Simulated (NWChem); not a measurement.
Species: SbClF$_{2}$; SMILES [F][Sb]([F])[Cl]

def2 effective core potentials on Sb; no spin-orbit coupling.

Question: Give the equilibrium geometry at PBE0/def2-SVP with def2 effective core potentials on Sb (NWChem) as a Z-matrix, with the point group.

Answer: point group Cs; any orientation.
```
Sb
F 1 1.9224
F 1 1.9224 2 94.47
Cl 1 2.3534 2 96.80 3 97.41
```
